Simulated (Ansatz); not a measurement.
Geometry optimisation, RKS PBE/6-31G* in Ansatz.

The input (input.yaml):

```yaml
crystal:
  periodic: [false, false, false]
  atoms:
    - { symbol: B, position_ang: [-0.014323, -0.365287, -0.235996] }
    - { symbol: F, position_ang: [-0.055069, -0.615457, 1.082127] }
    - { symbol: O, position_ang: [1.082583, -0.705879, -0.970154] }
    - { symbol: H, position_ang: [1.796385, -1.0247, -0.379793] }
    - { symbol: H, position_ang: [-1.003664, 0.008088, -0.806626] }
    - { symbol: "N", position_ang: [0.159835, 2.148165, 0.858271] }
    - { symbol: H, position_ang: [0.874407, 2.738696, 1.299648] }
    - { symbol: H, position_ang: [-0.655312, 2.752687, 0.704854] }
    - { symbol: H, position_ang: [-0.126342, 1.450288, 1.575668] }
basis:
  gaussian: { orbitals: "6-31G*" }
hamiltonian:
  xc: pbe
relax:
  f_tol: 0.03
  max_steps: 50
output:
  orbitals: {}
```

Run as:

```bash
$ ansatz run input.yaml --threads 1 --pin off --max-ram 2048MiB --backend cpu --events-out ev --progress --plain --runs-dir out
```

Q: Where does it end, and by what steps?

A: The forces met the threshold. The force dipped under the threshold on the way, but the program's further checks kept it going. After 19 steps the energy has fallen by 0.359 eV; H7 moved furthest, 1.01 Å. Joined: B1–N6 (2.75 → 1.76 Å).

```json
{"step": "0", "energy less start (eV)": "0.0000", "largest force component (eV/Å)": "0.689", "accepted": "yes"}
{"step": "1", "energy less start (eV)": "-0.0293", "largest force component (eV/Å)": "0.727", "accepted": "yes"}
{"step": "2", "energy less start (eV)": "-0.0550", "largest force component (eV/Å)": "1.025", "accepted": "yes"}
{"step": "3", "energy less start (eV)": "-0.1112", "largest force component (eV/Å)": "0.772", "accepted": "yes"}
{"step": "4", "energy less start (eV)": "-0.2043", "largest force component (eV/Å)": "0.715", "accepted": "yes"}
{"step": "5", "energy less start (eV)": "-0.2850", "largest force component (eV/Å)": "0.678", "accepted": "yes"}
{"step": "6", "energy less start (eV)": "-0.3089", "largest force component (eV/Å)": "0.479", "accepted": "yes"}
{"step": "7", "energy less start (eV)": "-0.3192", "largest force component (eV/Å)": "0.180", "accepted": "yes"}
{"step": "8", "energy less start (eV)": "-0.3219", "largest force component (eV/Å)": "0.099", "accepted": "yes"}
{"step": "9", "energy less start (eV)": "-0.3248", "largest force component (eV/Å)": "0.058", "accepted": "yes"}
{"step": "10", "energy less start (eV)": "-0.3283", "largest force component (eV/Å)": "0.147", "accepted": "yes"}
{"step": "11", "energy less start (eV)": "-0.3266", "largest force component (eV/Å)": "0.474", "accepted": "no"}
{"step": "12", "energy less start (eV)": "-0.3332", "largest force component (eV/Å)": "0.081", "accepted": "yes"}
{"step": "13", "energy less start (eV)": "-0.3396", "largest force component (eV/Å)": "0.272", "accepted": "yes"}
{"step": "14", "energy less start (eV)": "-0.3430", "largest force component (eV/Å)": "0.374", "accepted": "yes"}
{"step": "15", "energy less start (eV)": "-0.3560", "largest force component (eV/Å)": "0.044", "accepted": "yes"}
{"step": "16", "energy less start (eV)": "-0.3581", "largest force component (eV/Å)": "0.021", "accepted": "yes"}
{"step": "17", "energy less start (eV)": "-0.3574", "largest force component (eV/Å)": "0.168", "accepted": "no"}
{"step": "18", "energy less start (eV)": "-0.3588", "largest force component (eV/Å)": "0.034", "accepted": "yes"}
{"step": "19", "energy less start (eV)": "-0.3589", "largest force component (eV/Å)": "0.023", "accepted": "yes"}
```

```xyz
9
Properties=species:S:1:pos:R:3
B -0.051 0.040 0.074
F 0.151 -0.797 1.176
O 0.973 0.014 -0.914
H 1.737 -0.464 -0.538
H -1.189 0.076 -0.375
N 0.084 1.630 0.817
H 0.986 1.732 1.303
H 0.036 2.351 0.086
H -0.668 1.805 1.498
```

Run time: 29 s on 1 thread of Intel(R) Xeon(R) Platinum 8488C (Sapphire Rapids), on a shared host, peak memory 0.16 GiB.
